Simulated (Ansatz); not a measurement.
Consider the hydrogenolysis of a B–C bond: `C=NB(C)[SiH3]` + H₂ → `C=NB[SiH3]` + CH₄.

Program: Ansatz. Geometries: PBE0-D4/def2-TZVP. ΔE: electronic, gas phase. CCSD(T)/CBS adds triple-zeta CCSD(T) − MP2 to the extrapolated MP2 energy (def2 sets, frozen cores). This one scheme is used for every species. Functionals use def2-TZVPP. B3LYP here is the variant with VWN-RPA as its local correlation; programs differ in this. One conformer a species, not always the lowest.

| level | ΔE (kJ/mol) |
| --- | --- |
| B3LYP | -39.9 |
| CCSD/def2-TZVPP | -33.5 |

(1) What does CCSD(T)/CBS give? (An estimate is asked.)

Largest T1 diagnostic among the species: 0.017.

Results:

(1) The calculation gave: -27.8 kJ/mol. The listed levels differ from it by -12.1, -5.7 kJ/mol.

In def2-TZVPP, CCSD(T) changes the Hartree–Fock value by +19.8 kJ/mol (the triples alone add +3.9 kJ/mol) and MP2 by +25.6 kJ/mol. The D4 term adds +9.4 kJ/mol with B3LYP and +5.3 kJ/mol with PBE0; it sums over pairs of atoms, weighted by their polarisabilities, and B3LYP, whose exchange is more repulsive, gets the larger term.
